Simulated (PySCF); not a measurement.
**Telling isomers of C9H8O2 apart by NMR**

Computed data (PySCF): geometry: GFN2-xTB, NMR shieldings at PBE0/pcSseg-1/GIAO. Non-relativistic, single conformer, one averaged value for each set of equivalent atoms, gas phase.

References, each an isolated molecule treated in the same way: ¹H (σref 31.72), ¹³C (σref 186.93) against TMS. Where no couplings were computed, multiplicities follow the n + 1 count of equivalent neighbours, and m marks all less simple cases (inequivalent or close neighbours, rings, F or P nearby). Shifts are as computed. Against solution values, carbons near 30 ppm lie about +3 ppm off and those near 130 ppm about +5 ppm. Of 1211 compounds with measured shifts, 218 miss one by over three times the rms of a fit or turn the order of signals round; such compounds aren't used in these exercises.

(1) Tabulate the signals of `C#C[C@@]12CC=C[C@@H]1[C@H]2OC=O`, `C=C(C)C1=CC=CC(=O)C1=O`, `O=COC1=C/C=C\C=C/C=C\1` and their relative energies.

(2) What is the quickest way to tell C=C(C)C1=CC=CC(=O)C1=O from O=COC1=C/C=C\C=C/C=C\1?

(3) What is the quickest way to tell C#C[C@@]12CC=C[C@@H]1[C@H]2OC=O from O=COC1=C/C=C\C=C/C=C\1?

(4) What is the quickest way to tell C#C[C@@]12CC=C[C@@H]1[C@H]2OC=O from C=C(C)C1=CC=CC(=O)C1=O?

Answers

(1) 
```tsv
SMILES	carbon types	δC	δH	E rel. (kcal/mol)
C#C[C@@]12CC=C[C@@H]1[C@H]2OC=O	2×C 6×CH 1×CH2	164.9, 140.4, 138.1, 86.8, 77.6, 67.1, 47.6, 43.1, 25.8	8.21 (s, 1H), 6.10 (m, 1H), 5.74 (m, 1H), 4.26 (m, 1H), 3.07 (m, 1H), 2.88 (m, 1H), 2.50 (m, 1H), 1.61 (s, 1H)	33.6
C=C(C)C1=CC=CC(=O)C1=O	4×C 3×CH 1×CH2 1×CH3	191.9, 191.3, 149.8, 146.3, 143.2, 137.1, 133.8, 133.3, 24.5	7.13 (m, 1H), 6.55 (d, 1H), 6.11 (d, 1H), 6.06 (m, 1H), 5.99 (m, 1H), 2.02 (s, 3H)	0.0
O=COC1=C/C=C\C=C/C=C\1	1×C 8×CH	163.2, 154.3, 144.9, 142.6, 139.8, 139.5, 139.2, 137.0, 128.3	8.21 (s, 1H), 7.59 (d, 1H), 6.37 (m, 1H), 6.37 (m, 1H), 6.25 (m, 1H), 6.17 (m, 1H), 6.11 (m, 1H), 6.05 (d, 1H)	10.3
```

Energies are electronic energies at PBE0/pcSseg-1 on these geometries, without zero-point or thermal terms, each for the one conformer computed, which needn't be the lowest.

(2) Both give the same number of carbon signals, but DEPT or the intensities differ. The first has a terminal =CH2 carbon at 137.1 ppm, the second an ester carbonyl carbon (CH) at 163.2 ppm. Their most deshielded carbons lie at 191.9 and 163.2 ppm. In the proton spectra the most deshielded non-exchanging signals are 7.13 (m, 1H) and 8.21 (s, 1H).

(3) Both give the same number of carbon signals, but DEPT or the intensities differ. The first has an alkyne carbon (C) at 86.8 ppm, the second an alkene carbon bearing oxygen (C) at 154.3 ppm. Their most deshielded carbons lie at 164.9 and 163.2 ppm.

(4) Both give the same number of carbon signals, but DEPT or the intensities differ. The first has a three-membered-ring carbon (CH) at 67.1 ppm, the second a ketone carbonyl carbon (C) at 191.9 ppm. Their most deshielded carbons lie at 164.9 and 191.9 ppm. In the proton spectra the most deshielded non-exchanging signals are 8.21 (s, 1H) and 7.13 (m, 1H).
